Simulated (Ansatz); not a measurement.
Molecule: CH7P2Si, net charge 0, doublet state. It need not be the lowest isomer of its formula. 
Geometry from a B3LYP-D3(BJ)/def2-TZVP (Ansatz, an electronic-structure program) optimisation:
```xyz
11

C     -1.6053     1.3975    -0.2649
Si    -0.1617     0.2199    -0.5562
P     -0.5679    -1.9389     0.0290
P      1.6875     1.0522     0.4610
H     -1.3545     2.4083    -0.5915
H     -2.4917     1.0654    -0.8069
H     -1.8528     1.4322     0.8002
H     -1.1674    -1.6018     1.2759
H     -1.8152    -2.0040    -0.6482
H      2.4699    -0.1065     0.2257
H      1.3126     0.6439     1.7724
```
Charge 0, spin multiplicity 2.

Basis-set convergence of Hartree-Fock and MP2 correlation energies (hartree) with Ansatz. Valence correlation only, unless marked. UHF or UKS for open shells. No spin-orbit coupling. Non-relativistic.

```csv
basis,functions,E(HF),"E(corr, MP2)"
cc-pV(D+d)Z,118,-1012.34911,-0.47548
cc-pV(T+d)Z,245,-1012.39906,-0.59516
cc-pV(Q+d)Z,457,-1012.41088,-0.63780
```

Extrapolating the two largest sets (X = 3 and 4) as X^-3: E(corr) = (64·(-0.63780) - 27·(-0.59516))/37 = -0.6689 Eh, an estimate of the basis-set limit. The largest set recovers 95.3 % of it, the smallest 71.1 %.
